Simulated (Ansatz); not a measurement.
BH$_{3}$F$_{4}$, singlet: a nudged elastic band.

The input file, in.yaml:

```yaml
crystal:
  periodic: [false, false, false]
  atoms:
    - {symbol: B, position_ang: [-1.178894, 0.233691, -0.631576]}
    - {symbol: H, position_ang: [-0.769926, 0.809941, 0.335359]}
    - {symbol: F, position_ang: [-1.989788, -0.791361, -0.492463]}
    - {symbol: F, position_ang: [-0.998866, 0.746535, -1.828147]}
    - {symbol: H, position_ang: [1.269470, -0.757647, 0.074655]}
    - {symbol: F, position_ang: [0.775888, -1.052495, -0.662102]}
    - {symbol: H, position_ang: [1.121284, 0.714133, 1.718476]}
    - {symbol: F, position_ang: [1.770734, 0.097202, 1.485898]}
basis:
  gaussian: {orbitals: def2-SVP}
hamiltonian: {xc: pbe0, dispersion: d4}
neb:
  images: 5
  climbing: true
  max_iterations: 30
  initial_path: idpp
  spring: 500.0
  final_atoms:
    - {symbol: B, position_ang: [-0.789354, -0.364552, -0.974055]}
    - {symbol: H, position_ang: [-0.824456, 1.172105, 1.296417]}
    - {symbol: F, position_ang: [-2.038642, -0.586537, -0.661389]}
    - {symbol: F, position_ang: [-0.449161, 0.650465, -1.722768]}
    - {symbol: H, position_ang: [1.795987, -0.663808, 0.386766]}
    - {symbol: F, position_ang: [0.142706, -1.207537, -0.558184]}
    - {symbol: H, position_ang: [-0.085830, 1.052926, 1.322243]}
    - {symbol: F, position_ang: [2.248651, -0.053061, 0.911071]}
```

Command:

```bash
ansatz run in.yaml --threads 4 --pin off --events-out ev --progress --plain --max-ram 9574MiB
```

Output of Ansatz 0.2.0:

```
Functional definition: PBE0
  name "PBE0"
  cite "Adamo & Barone, J. Chem. Phys. 110, 6158 (1999) doi:10.1063/1.478522"
  cite "Perdew, Burke & Ernzerhof, Phys. Rev. Lett. 77, 3865 (1996) doi:10.1103/PhysRevLett.77.3865"
  parent pbe
  parameter a = 0.25
  parameter kappa = 0.804
  parameter beta = 0.06672455060314922
  exchange = (1 - a)*pbe_x(kappa = kappa, mu = beta*pi^2/3) + a*exact_x
  correlation = pbe_c(beta = beta)
888 factors; integrals over basis functions are off by at most 3.4e-4 eV
mean field evaluation 1: about -11572.2356 eV, gradient 4.6e1 eV
mean field evaluation 2: about -11570.5395 eV, gradient 5.9e1 eV
mean field evaluation 4: about -11575.3798 eV, gradient 1.3e0 eV
mean field evaluation 8: about -11575.4313 eV, gradient 2.2e-2 eV
mean field -11575.43127390 eV, -425.3892532067 hartree, gradient 7.0e-6 eV, S^2 0.000000; 0 other end points of the search recorded, 0 dependent functions left out
the calculation of the forces begins
reference -11575.43129480 eV, -425.3892539746 hartree; 22, 22 occupied and 63, 63 virtual orbitals, 888 factors
892 factors; integrals over basis functions are off by at most 7.8e-4 eV
mean field evaluation 16: about -11573.1793 eV, gradient 4.7e1 eV
mean field -11576.42752446 eV, -425.4258647397 hartree, gradient 5.3e-6 eV, S^2 0.000000; 0 other end points of the search recorded, 0 dependent functions left out
the calculation of the forces begins
reference -11576.42754540 eV, -425.4258655091 hartree; 22, 22 occupied and 63, 63 virtual orbitals, 892 factors
WARN: NEB end point (image 0): max|allowed force component| = 2.430e-1 eV/Å (the criterion of neb.relax_end_points is 1.000e-2). That is over neb.f_tol: it is no minimum, so the barrier can be far off. Relax it first
WARN: NEB end point (image 6): max|allowed force component| = 5.186e-1 eV/Å (the criterion of neb.relax_end_points is 1.000e-2). That is over neb.f_tol: it is no minimum, so the barrier can be far off. Relax it first
888 factors; integrals over basis functions are off by at most 5.7e-4 eV
mean field evaluation 32: about -11566.8904 eV, gradient 6.6e1 eV
mean field -11573.35643977 eV, -425.3130044588 hartree, gradient 1.5e-5 eV, S^2 0.000000; 0 other end points of the search recorded, 0 dependent functions left out
the calculation of the forces begins
reference -11573.35646126 eV, -425.3130052486 hartree; 22, 22 occupied and 63, 63 virtual orbitals, 888 factors
888 factors; integrals over basis functions are off by at most 1.1e-3 eV
mean field -11570.75726060 eV, -425.2174863860 hartree, gradient 9.5e-6 eV, S^2 0.000000; 0 other end points of the search recorded, 0 dependent functions left out
the calculation of the forces begins
reference -11570.75728228 eV, -425.2174871829 hartree; 22, 22 occupied and 63, 63 virtual orbitals, 888 factors
892 factors; integrals over basis functions are off by at most 9.7e-4 eV
mean field evaluation 64: about -11555.9984 eV, gradient 9.2e1 eV
mean field -11570.38872979 eV, -425.2039431286 hartree, gradient 3.2e-5 eV, S^2 0.000000; 0 other end points of the search recorded, 0 dependent functions left out
the calculation of the forces begins
reference -11570.38875199 eV, -425.2039439445 hartree; 22, 22 occupied and 63, 63 virtual orbitals, 892 factors
894 factors; integrals over basis functions are off by at most 1.7e-3 eV
mean field -11572.27854081 eV, -425.2733924028 hartree, gradient 7.3e-5 eV, S^2 0.000000; 0 other end points of the search recorded, 0 dependent functions left out
the calculation of the forces begins
reference -11572.27856281 eV, -425.2733932111 hartree; 22, 22 occupied and 63, 63 virtual orbitals, 894 factors
892 factors; integrals over basis functions are off by at most 1.1e-3 eV
mean field evaluation 96: about -11571.5558 eV, gradient 4.7e1 eV
mean field -11574.94203772 eV, -425.3712741086 hartree, gradient 5.0e-5 eV, S^2 0.000000; 0 other end points of the search recorded, 0 dependent functions left out
the calculation of the forces begins
reference -11574.94205886 eV, -425.3712748854 hartree; 22, 22 occupied and 63, 63 virtual orbitals, 892 factors
NEB iter   1: max|band force component| = 4.223e0 eV/Å  barrier→ = 5.0226 eV  barrier← = 6.0240 eV  Δτ_max = 0.2000 Å  (177 SCF iters)
NEB iter   2: max|band force component| = 3.273e0 eV/Å  barrier→ = 2.6615 eV  barrier← = 3.6629 eV  Δτ_max = 0.2000 Å  (159 SCF iters)
NEB iter   3: max|band force component| = 1.833e1 eV/Å  barrier→ = 2.0176 eV  barrier← = 3.0190 eV  Δτ_max = 0.1008 Å  (168 SCF iters)
NEB iter   4: max|band force component| = 2.373e0 eV/Å  barrier→ = 0.1920 eV  barrier← = 1.1934 eV  Δτ_max = 0.1486 Å  (137 SCF iters)
NEB iter   5: max|band force component| = 1.049e0 eV/Å  barrier→ = 0.0000 eV  barrier← = 1.0014 eV  Δτ_max = 0.2000 Å  (140 SCF iters)
NEB iter   6: max|band force component| = 4.030e-1 eV/Å  barrier→ = -0.0424 eV  barrier← = 0.9591 eV  CI = image 2  Δτ_max = 0.1191 Å  (143 SCF iters)
NEB iter   7: max|band force component| = 5.780e-1 eV/Å  barrier→ = 0.0818 eV  barrier← = 1.0833 eV  CI = image 2  Δτ_max = 0.0595 Å  (145 SCF iters)
NEB iter   8: max|band force component| = 4.548e-1 eV/Å  barrier→ = 0.0976 eV  barrier← = 1.0990 eV  CI = image 2  Δτ_max = 0.0587 Å  (146 SCF iters)
NEB iter   9: max|band force component| = 4.570e-1 eV/Å  barrier→ = 0.1317 eV  barrier← = 1.1331 eV  CI = image 2  Δτ_max = 0.1190 Å  (145 SCF iters)
NEB iter  10: max|band force component| = 5.799e1 eV/Å  barrier→ = 0.3632 eV  barrier← = 1.3646 eV  CI = image 5  Δτ_max = 0.0590 Å  (147 SCF iters)
NEB iter  11: max|band force component| = 2.601e1 eV/Å  barrier→ = 0.1254 eV  barrier← = 1.1268 eV  CI = image 2  Δτ_max = 0.1178 Å  (143 SCF iters)
NEB iter  12: max|band force component| = 3.295e0 eV/Å  barrier→ = 0.1510 eV  barrier← = 1.1524 eV  CI = image 2  Δτ_max = 0.1990 Å  (147 SCF iters)
NEB iter  13: max|band force component| = 4.014e0 eV/Å  barrier→ = 0.1588 eV  barrier← = 1.1602 eV  CI = image 2  Δτ_max = 0.1011 Å  (150 SCF iters)
NEB iter  14: max|band force component| = 1.745e0 eV/Å  barrier→ = 0.1577 eV  barrier← = 1.1592 eV  CI = image 2  Δτ_max = 0.2000 Å  (141 SCF iters)
NEB iter  15: max|band force component| = 6.468e1 eV/Å  barrier→ = 0.2157 eV  barrier← = 1.2172 eV  CI = image 5  Δτ_max = 0.1003 Å  (152 SCF iters)
NEB iter  16: max|band force component| = 3.045e1 eV/Å  barrier→ = 0.1863 eV  barrier← = 1.1877 eV  CI = image 2  Δτ_max = 0.1374 Å  (147 SCF iters)
NEB iter  17: max|band force component| = 1.552e0 eV/Å  barrier→ = 0.1290 eV  barrier← = 1.1305 eV  CI = image 2  Δτ_max = 0.0742 Å  (142 SCF iters)
NEB iter  18: max|band force component| = 8.676e-1 eV/Å  barrier→ = 0.1611 eV  barrier← = 1.1626 eV  CI = image 2  Δτ_max = 0.1920 Å  (146 SCF iters)
NEB iter  19: max|band force component| = 6.322e1 eV/Å  barrier→ = 0.6302 eV  barrier← = 1.6317 eV  CI = image 5  Δτ_max = 0.0989 Å  (146 SCF iters)
NEB iter  20: max|band force component| = 4.975e1 eV/Å  barrier→ = 0.1526 eV  barrier← = 1.1540 eV  CI = image 5  Δτ_max = 0.2000 Å  (139 SCF iters)
NEB iter  21: max|band force component| = 3.822e1 eV/Å  barrier→ = 1.4194 eV  barrier← = 2.4208 eV  CI = image 2  Δτ_max = 0.1948 Å  (157 SCF iters)
NEB iter  22: max|band force component| = 3.356e0 eV/Å  barrier→ = 0.5683 eV  barrier← = 1.5698 eV  CI = image 2  Δτ_max = 0.2000 Å  (153 SCF iters)
NEB iter  23: max|band force component| = 4.642e1 eV/Å  barrier→ = 1.2507 eV  barrier← = 2.2521 eV  CI = image 3  Δτ_max = 0.1026 Å  (143 SCF iters)
NEB iter  24: max|band force component| = 3.993e0 eV/Å  barrier→ = 0.7234 eV  barrier← = 1.7248 eV  CI = image 3  Δτ_max = 0.1949 Å  (141 SCF iters)
NEB iter  25: max|band force component| = 2.026e0 eV/Å  barrier→ = 0.1793 eV  barrier← = 1.1807 eV  CI = image 3  Δτ_max = 0.1984 Å  (143 SCF iters)
NEB iter  26: max|band force component| = 3.420e0 eV/Å  barrier→ = 0.1268 eV  barrier← = 1.1283 eV  CI = image 3  Δτ_max = 0.0998 Å  (138 SCF iters)
NEB iter  27: max|band force component| = 1.269e0 eV/Å  barrier→ = 0.0182 eV  barrier← = 1.0196 eV  CI = image 3  Δτ_max = 0.1596 Å  (145 SCF iters)
NEB iter  28: max|band force component| = 8.225e1 eV/Å  barrier→ = 0.0573 eV  barrier← = 1.0587 eV  CI = image 4  Δτ_max = 0.1320 Å  (141 SCF iters)
NEB iter  29: max|band force component| = 4.309e1 eV/Å  barrier→ = 0.2518 eV  barrier← = 1.2532 eV  CI = image 3  Δτ_max = 0.2000 Å  (150 SCF iters)
NEB iter  30: max|band force component| = 1.427e0 eV/Å  barrier→ = 0.0104 eV  barrier← = 1.0118 eV  CI = image 3  Δτ_max = 0.1920 Å  (145 SCF iters)
Error: NEB band did not converge after 30 iterations: max|band force component| = 1.43e0 eV/Å (threshold 5.0e-2); raise `neb.max_iterations` in a new run, which can start from the last band evaluated (`neb.initial_path`, with `crystal.atoms` and `neb.final_atoms` set to its first and last images), add images, or start from endpoints closer to local minima. Where this run's directory can be resumed (`checkpoint.write`), a resume goes on for up to `neb.max_iterations` more; to start a new run from the last band, take its images' positions from the `neb_iteration` event of iteration 30 (`data.images[].positions_ang`), in the event stream of the run that computed that iteration (not this run's, if it was resumed behind it). With `checkpoint.write`, `steps/00-neb/state/checkpoint.json` in the run directory holds the last saved band, under `neb.evaluated.images[].positions_ang` (a band under a hybrid functional on support functions is neither saved nor resumed: `neb.initial_path` says where its path is): check the last entry of `neb.iterations` there, which is earlier than 30 if that iteration was not saved or its write failed. If the band's step has no `state` directory and holds `state.next`, a write was cut short, and the file is under `state.next` instead (behind a loss of power it can be under `state.prev`)
a run's events are kept only if it was started with --events-out <file>, and are in that file

[the SCF lines of later steps are left out]
```

The run took about 2 min on 4 CPU threads of an Arm Neoverse V1 (shared host).


The run did not converge within its limit. The spring constant of 500 eV/Å² is a hundred times the default.